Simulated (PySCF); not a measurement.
## Excitation energy of Te by level of theory

Te [Kr] 4d10 5s2 5p4 (3P) → Te [Kr] 4d10 5s1 5p4 6s1 (5P), as a difference of total energies. Computed with PySCF 2.14 in aug-cc-pVTZ-PP with ECP28MDF (6s5p4d2f, 55 functions), with scalar relativity through the core potential. Correlated levels: valence: 4s2 4p6 4d10 frozen. The calculations carry no spin-orbit coupling.

```json
{"method": "UHF", "excitation energy (eV)": "13.952"}
{"method": "MP2 (valence)", "excitation energy (eV)": "14.096"}
{"method": "SCS-MP2 (valence)", "excitation energy (eV)": "14.240"}
{"method": "CCSD (valence)", "excitation energy (eV)": "13.874"}
{"method": "CCSD(T) (valence)", "excitation energy (eV)": "13.688"}
```

Q: How much does correlation contribute at CCSD(T) (valence)?

A: 13.688 − (13.952) = -0.264 eV, measured against UHF.

The upper state lies above the first ionisation limit, where it may autoionise and the basis confines it. A Rydberg-like electron needs more diffuse functions than a valence basis has.

The promoted electron is Rydberg-like, and one or two diffuse shells describe it only roughly, which tends to raise the upper state.

The coupled-cluster amplitudes are large for the upper state (T1 above 0.03 or a double amplitude above 0.15), so a single reference is strained.
